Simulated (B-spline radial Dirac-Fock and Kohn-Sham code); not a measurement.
## Kr⁺ 2p1/2: cross section and angular parameters

System: Kr⁺, configuration [Ar] 3d10 4s2 4p5; threshold 1740.6 eV (orbital energy of the model). Level of theory: Dirac-Hartree-Slater photoionisation with a Latter tail; cross sections with all multipoles, angular parameters from the dipole term and its interference with E2; a radial atomic solver.

For linearly polarised light dσ/dΩ = σ/(4π) [1 + β P₂(cos θ) + (δ + γ cos²θ) sin θ cos φ], with θ from the polarisation vector and φ the angle between the beam and the projection of the electron momentum on the plane normal to the polarisation.

```
hν (eV)  σ (kb)      β       γ      δ
   2000     124  1.231  -0.162  0.008
   2260    90.0  1.368  -0.036  0.017
   2430    74.4  1.406   0.051  0.021
   3500    27.5  1.434   0.486  0.039
 5414.7    7.71  1.327   0.957  0.068
   6430    4.57  1.266   1.130  0.084
   7020    3.49  1.232   1.214  0.094
   8520       ?      ?       ?      ?
   8610    1.84  1.147   1.396  0.120
  11500   0.728  1.016   1.636  0.167
```

Question: Give the values at 8520 eV.

Answer: σ = 1.90 kb, β = 1.151, γ = 1.387, δ = 0.119.

Values without a named source are computed, but for edge energies of neutral atoms, which are taken from tables.
